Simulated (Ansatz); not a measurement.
Start from `COC(F)(F)[SiH3]` and change one atom or group to get `NC(F)(F)[SiH3]`.

Ansatz, PBE0-D4/def2-TZVP geometries, multiplicity 1. Each molecule was computed in one conformer, which needn't be the lowest.

```tsv
property	`COC(F)(F)[SiH3]`
LUMO energy (ωB97M-V/def2-TZVPP) / eV	2.05
zero-point energy (PBE0-D4/def2-TZVP) / kJ/mol	207.7
HOMO–LUMO gap (PBE/def2-TZVPP) / eV	6.92
size of the dipole moment (B3LYP/def2-TZVPP) / D	1.13
HOMO energy (PBE0/def2-TZVPP) / eV	-8.98
HOMO energy (ωB97M-V/def2-TZVPP) / eV	-11.40
```

Problem. Give the same properties after the change, and the shifts. (Estimate.)

Solution. Computed: 
```tsv
property	`NC(F)(F)[SiH3]`	shift
LUMO energy (ωB97M-V/def2-TZVPP) / eV	1.74	-0.31
zero-point energy (PBE0-D4/def2-TZVP) / kJ/mol	166.2	-41.5
HOMO–LUMO gap (PBE/def2-TZVPP) / eV	5.70	-1.22
size of the dipole moment (B3LYP/def2-TZVPP) / D	2.94	1.81
HOMO energy (PBE0/def2-TZVPP) / eV	-7.71	1.27
HOMO energy (ωB97M-V/def2-TZVPP) / eV	-10.02	1.38
```

With PBE0 the HOMO rises by 1.27 eV and the LUMO falls by 0.27 eV, so the gap narrows by about 1.54 eV. PBE moves the HOMO by 0.98 eV and ωB97M-V by 1.38 eV. The zero-point energy changes by -41.5 kJ/mol with -6 modes. Dipoles are sizes alone; their direction can turn.

Positive LUMOs are unbound, so they and the gaps depend on the basis.

B3LYP here is the variant with VWN-RPA as its local correlation; programs differ in this.
